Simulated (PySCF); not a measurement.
A species of formula C4H9PSi2 has this rotational fingerprint, computed with B3LYP/def2-SVPD in PySCF (dipole) on a GFN2-xTB geometry, gas phase:

```
Rotational constants : A = 2395, B = 716.2, C = 611.5 MHz
Dipole components    : |μa| = 0.94 D, |μb| = 0.42 D, |μc| = 0.19 D
Inertial defect      : -90.21 u·Å²
κ                    : -0.88
```

Question: Which structure is it? (One computed conformer of each.)
A. `[CH:1]#[C:2][C:3](=[CH2:4])[SiH2:5][SiH2:6][PH2:7]` with C2–C3–Si5–Si6 60°, C3–Si5–Si6–P7 -126°, Si5–Si6–P7–H 47° and -46°
B. `[CH:1]#[C:2]/[C:3]([SiH3:4])=[CH:5]\[SiH2:6][PH2:7]` with C3–C5–Si6–P7 70°, C5–Si6–P7–H 47° and -46°
C. `[CH:1]#[C:2][SiH2:3]/[CH:4]=[CH:5]\[SiH2:6][PH2:7]` with C2–Si3–C4–C5 66°, C4–C5–Si6–P7 -95°, C5–Si6–P7–H -41° and 52°

Answer: A. It is C#CC(=C)[SiH2][SiH2]P, an asymmetric top, point group C1. The candidates at the same level (rigid rotor, commonest isotopes):

```
                 SMILES  A (MHz)  B (MHz)  C (MHz)  μa (D)  μb (D)  μc (D)  Δ (u·Å²)  point group                        rotor
C#C/C([SiH3])=C\[SiH2]P     2341    734.0    650.7    0.99    0.22    0.10   -127.81           C1  near-prolate asymmetric top
  C#C[SiH2]/C=C\[SiH2]P     1791    977.0    704.6    0.54    0.51    0.80    -82.27           C1               asymmetric top
  C#CC(=C)[SiH2][SiH2]P     2395    716.2    611.5    0.94    0.42    0.19    -90.21           C1               asymmetric top
```

`C#C[SiH2]/C=C\[SiH2]P` has B 36 % too high; `C#C/C([SiH3])=C\[SiH2]P` has C 6 % too high. No structure here is proved a minimum.
